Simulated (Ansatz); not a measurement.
`[SiH3]OP` + `[NH2][ZnH]` → `P[NH][ZnH]` + `O[SiH3]` at 500 K and 1 bar (ligand exchange at a P–O bond).

Isolated molecules relaxed with PBE0-D4/def2-TZVP in Ansatz; ΔE leaves out vibrations. CCSD(T)/CBS adds triple-zeta CCSD(T) − MP2 to the extrapolated MP2 energy (def2 sets, frozen cores). For Zn outer-core shells are correlated without core-valence functions, which leaves a few kJ/mol of doubt a bond. Scalar relativity is left out up to krypton. One conformer a species, not always the lowest.

```tsv
species	CCSD(T)/CBS energy (Eh)	H − E (kJ/mol)	S (J/(mol·K))
`[SiH3]OP`	-708.22479	160.8	373.7
`[NH2][ZnH]`	-1834.88092	106.3	294.3
`P[NH][ZnH]`	-2176.41496	140.0	359.7
`O[SiH3]`	-366.69042	127.5	292.9
```

H − E and S are ideal-gas, rigid-rotor, harmonic terms from PBE0-D4/def2-TZVP, for one conformer and one mirror image of each species. 1 Eh = 2625.50 kJ/mol, R = 8.31446 J/(mol·K).

Question: By hand: ΔE, ΔH, ΔS and ΔG.

Answer: ΔE = (-2176.41496) + (-366.69042) − (-708.22479) − (-1834.88092) = 0.00033 Eh = 0.9 kJ/mol. Δ(H − E) = 140.0 + 127.5 − 160.8 − 106.3 = 0.4, so ΔH = 1.3 kJ/mol. ΔS = 359.7 + 292.9 − 373.7 − 294.3 = -15.4 J/(mol·K). ΔG = 1.3 − 500 × (-15.4)/1000 = 9.0 kJ/mol.

Question: By hand: the equilibrium constant, and the temperature at which ΔG would vanish if ΔH and ΔS stayed fixed.

Answer: log₁₀ K = −ΔG/(RT ln 10) = -0.9. ΔH and −TΔS have one sign here, so there is no such temperature. One of them is within its doubt of zero, so this could turn.

TΔS isn't small against ΔH here. A doubt of 5 kJ/mol in ΔE shifts log₁₀ K by 0.5 here. Other conformers and mirror images would add mixing entropy, several J/(mol·K) or more a flexible species. Modes under 60 cm⁻¹, often nearly free rotors, make the harmonic entropy too high. These are equilibria of isolated gas molecules and say nothing of rates. Largest T1 diagnostic: 0.016 (customary marks: 0.02 for closed shells, 0.045 for open ones).
